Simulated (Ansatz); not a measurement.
Gas-phase electronic energies from Ansatz, PBE0-D4/def2-TZVP geometries. CCSD(T)/CBS adds triple-zeta CCSD(T) − MP2 to the extrapolated MP2 energy (def2 sets, frozen cores). This one scheme is used for every species, atoms too. Functionals use def2-TZVPP. B3LYP here is the variant with VWN-RPA as its local correlation; programs differ in this. No spin–orbit coupling; open shells (•) take unrestricted orbitals. Spin–orbit coupling would lower the free atoms: a little for F; strongly for In. def2 core potentials past Kr. Bonds to In are less sure, by a few kJ/mol each and by 10 to 20 or more in all where they break to atoms, as the def2 sets lack core-valence functions. One conformer a species, not always the lowest.

Reaction (atomization): `[NH3+][In-]([F])([F])[F]` → 3 F• + 3 H• + In• + N•

| level | ΔE (kcal/mol) | difference from CCSD(T)/CBS |
| --- | --- | --- |
| PBE-D4 | 635.8 | 2.8 |
| revPBE-D4 | 613.2 | -19.8 |
| B97M-V | 622.5 | -10.5 |
| PBE0-D4 | 612.3 | -20.7 |
| B3LYP-D4 | 617.3 | -15.7 |
| ωB97X-V | 628.1 | -4.9 |
| ωB97M-V | 625.2 | -7.8 |
| PBE-QIDH | 610.4 | -22.6 |
| PBE | 632.9 | -0.1 |
| CAM-B3LYP | 624.9 | -8.1 |
| MP2/def2-SVP | 601.8 | -31.2 |
| CCSD/def2-SVP | 573.1 | -59.9 |
| CCSD(T)/def2-SVP | 579.0 | -54.0 |
| MP2/def2-TZVPP | 626.5 | -6.5 |
| HF/def2-QZVPP | 421.6 | -211.4 |
| SCS-MP2/def2-QZVPP | 635.1 | 2.1 |
| CCSD(T)/CBS | 633.0 | 0 |

Largest T1 diagnostic among the species: 0.015.

From PBE to PBE0 (25 % exact exchange), in def2-TZVPP and without D4, ΔE moves by −23.1 kcal/mol: exact exchange takes away binding that semilocal exchange gives to molecules. In def2-TZVPP, CCSD(T) changes the Hartree–Fock value by +188.4 kcal/mol (the triples alone add +12.0 kcal/mol) and MP2 by +207.8 kcal/mol; breaking electron pairs costs correlation energy, which Hartree–Fock lacks.

For atomizations the MP2-based limit and the directly extrapolated one differ by several kJ/mol either way, and by 10 to 25 for some Ge, Se and Sn compounds, so smaller differences from it don't rank the levels.
